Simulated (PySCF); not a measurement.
Input file for PySCF: R-M06-2X/def2-TZVPP on CH3F (SMILES CF).

```python
from pyscf import gto, dft

mol = gto.M(
    atom='''
    C    -0.06550961    0.00984214    0.00682586
    F     1.30105808   -0.19539971   -0.13594493
    H    -0.33696811   -0.14193019    1.05234885
    H    -0.30196603    1.03024945   -0.29764210
    H    -0.59651434   -0.70276168   -0.62568768
    ''',
    basis='def2-tzvpp',
    charge=0, spin=0, verbose=4, max_memory=1800)
mf = dft.RKS(mol, xc='m062x').density_fit(auxbasis='def2-universal-jkfit')
mf.grids.level = 4
mf.conv_tol = 1e-9
mf.max_cycle = 150
mf.kernel()
mf.dip_moment()
```

**Question.** Give the final energy of this run.

**Answer.** -139.7432 hartree.
